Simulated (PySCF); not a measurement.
C2H2F4, SMILES FC(F)C(F)F. Heavy atoms are numbered as in [F:1][CH:2]([F:3])[CH:4]([F:5])[F:6]. Hydrogens are named by the atom that carries them.

Geometry: B3LYP-D3(BJ)/def2-SVP. One conformer was computed; it need not be the lowest.

Computed with PySCF with PBE/pcSseg-1.

GIAO shieldings, no solvent; atoms alike by connectivity are averaged. δ = σ(ref) − σ: ¹⁹F against CFCl3 (σ = 133.6 ppm); ¹³C against TMS (σ = 182.0 ppm); ¹H against TMS (σ = 31.49 ppm), references at their B3LYP-D3(BJ)/def2-TZVP geometries, non-relativistic.

| atoms | nucleus | count | δ (ppm) |
|---|---|---|---|
| F1 | ¹⁹F | 4 | -171.0 |
| C2 (CH) | ¹³C | 2 | … |
| H on C2 | ¹H | 2 | 5.97 |

Some entries are withheld; supply them. (Estimate from the structure and the level; the computed values follow.)


- C2 (CH), δ (ppm): 122.6
